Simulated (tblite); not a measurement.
Species: C3H11NSi3.
SMILES with atom numbers: `[CH2:1]=[C:2]1[SiH2:3][C@H:4]1[N:5]([SiH3:6])[SiH3:7]` (hydrogens: H8, H9 on C1; H10, H11 on Si3; H12 on C4; H13, H14, H15 on Si6; H16, H17, H18 on Si7)

Computed geometry: GFN2-xTB, gas phase.

List the bond lengths, angles and torsions at this level.

```json
{"bond": "C1=C2", "length (Å)": "1.317", "order": "double"}
{"bond": "C2–Si3", "length (Å)": "1.856", "order": "single"}
{"bond": "Si3–C4", "length (Å)": "1.918", "order": "single"}
{"bond": "C4–N5", "length (Å)": "1.435", "order": "single"}
{"bond": "N5–Si6, N5–Si7", "length (Å)": "1.736", "order": "single"}
{"bond": "C2–C4", "length (Å)": "1.500", "order": "single"}
{"bond": "C1–H8", "length (Å)": "1.080", "order": "single"}
{"bond": "C1–H9", "length (Å)": "1.082", "order": "single"}
{"bond": "Si3–H10", "length (Å)": "1.452", "order": "single"}
{"bond": "Si3–H11", "length (Å)": "1.456", "order": "single"}
{"bond": "C4–H12", "length (Å)": "1.090", "order": "single"}
{"bond": "Si6–H13, Si6–H14, Si7–H17", "length (Å)": "1.460", "order": "single"}
{"bond": "Si6–H15, Si7–H16, Si7–H18", "length (Å)": "1.468", "order": "single"}
```

Bonds in one row agree within 0.01 Å and their mean is given. Orders are formal, as drawn. A selection of angles:
```json
{"angle": "C2–C1–H8", "degrees": "122.3"}
{"angle": "C2–C1–H9", "degrees": "121.6"}
{"angle": "H8–C1–H9", "degrees": "116.1"}
{"angle": "C1–C2–Si3", "degrees": "151.5"}
{"angle": "C1–C2–C4", "degrees": "136.0"}
{"angle": "Si3–C2–C4", "degrees": "68.8"}
{"angle": "C2–Si3–C4", "degrees": "46.8"}
{"angle": "C2–Si3–H10", "degrees": "120.3"}
{"angle": "C2–Si3–H11", "degrees": "119.0"}
{"angle": "C4–Si3–H10", "degrees": "125.9"}
{"angle": "C4–Si3–H11", "degrees": "113.7"}
{"angle": "H10–Si3–H11", "degrees": "114.6"}
{"angle": "Si3–C4–N5", "degrees": "130.5"}
{"angle": "Si3–C4–H12", "degrees": "110.5"}
{"angle": "N5–C4–H12", "degrees": "110.5"}
{"angle": "C2–C4–Si3", "degrees": "64.4"}
{"angle": "C2–C4–N5", "degrees": "121.1"}
{"angle": "C2–C4–H12", "degrees": "112.2"}
{"angle": "C4–N5–Si6", "degrees": "119.1"}
{"angle": "C4–N5–Si7", "degrees": "115.1"}
{"angle": "Si6–N5–Si7", "degrees": "123.7"}
{"angle": "N5–Si6–H13", "degrees": "105.8"}
{"angle": "N5–Si6–H14", "degrees": "107.1"}
{"angle": "N5–Si6–H15", "degrees": "113.4"}
{"angle": "H13–Si6–H14", "degrees": "111.1"}
{"angle": "H13–Si6–H15", "degrees": "110.0"}
{"angle": "N5–Si7–H16", "degrees": "111.8"}
```

Torsions: C1–C2–Si3–C4 154° (antiperiplanar); C2–Si3–C4–N5 -110° (anticlinal); Si3–C4–N5–Si6 36° (synclinal); C1–C2–C4–Si3 -163° (antiperiplanar).

The C–C distances run from 1.317 Å (C1=C2, drawn double) to 1.500 Å (C2–C4, drawn single), a spread of 0.183 Å. Of the pairs four or more bonds apart, Si3···H14 is among the closest relative to their van der Waals radii: 3.13 Å, 95 % of the sum of Bondi's values. The 3-membered ring C2–Si3–C4 has internal angles of 46.8° to 68.8°. N5 (nitrogen bridging silicon atoms) is almost planar (angles 123.7°, 119.1° and 115.1°, sum 357.9°, 0.14 Å off the plane of its three neighbours). The 2 C–Si bonds span 1.856 Å (C2–Si3, drawn single) to 1.918 Å (Si3–C4, drawn single), a spread of 0.062 Å. Si6 (SiH3 silicon) is distorted tetrahedral (angles from 105.8° to 113.4°). Si3 (SiH2 silicon) has angles from 46.8° to 125.9°.

Point group: C1 (no symmetry element, even within 0.4 Å). GFN2-xTB frequencies show an imaginary mode (29i cm⁻¹), so the point is no minimum at that level. 3 starts were optimised and ended at 0.00, 0.00 and 1.23 kcal/mol (GFN2-xTB); the lowest of these is shown.
